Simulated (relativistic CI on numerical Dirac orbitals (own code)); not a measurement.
Spin-allowed bands of a d7 ion in an octahedral site, by hand

Problem. Take Δ = 7250 cm⁻¹ and B = 570 cm⁻¹ for a high-spin d7 ion in an octahedral site. Calculate the three spin-allowed bands.

Working.
1. The terms of highest spin are 4F (energy 0) and 4P (15B = 8550 cm⁻¹). Here the F term splits into A2 at +1.2Δ = 8700, T2 at +0.2Δ = 1450 and T1 at −0.6Δ = -4350 cm⁻¹.
2. The two T1 states mix through the element 0.4Δ: H = [[-4350, 2900], [2900, 8550]], with roots ½(H₁₁ + H₂₂) ∓ ½√[(H₂₂ − H₁₁)² + 4H₁₂²] = ½(4200) ∓ ½(14144) = -4972 and 9172 cm⁻¹.
3. The ground term is 4T1 at -4972 cm⁻¹.
4. Bands: 4T2 6422 cm⁻¹ (1557 nm), 4A2 13672 cm⁻¹ (731 nm), 4T1(P) 14144 cm⁻¹ (707 nm).

Check. Exact diagonalisation of the whole d7 shell with these parameters gives 4T2 6422, 4A2 13672, 4T1 14144 cm⁻¹. The match is exact, since without spin-orbit coupling no other term has this spin. The ratio of the second band to the first, 2.129, depends on Δ/B = 12.7 alone, which is how a Tanabe-Sugano diagram is read.
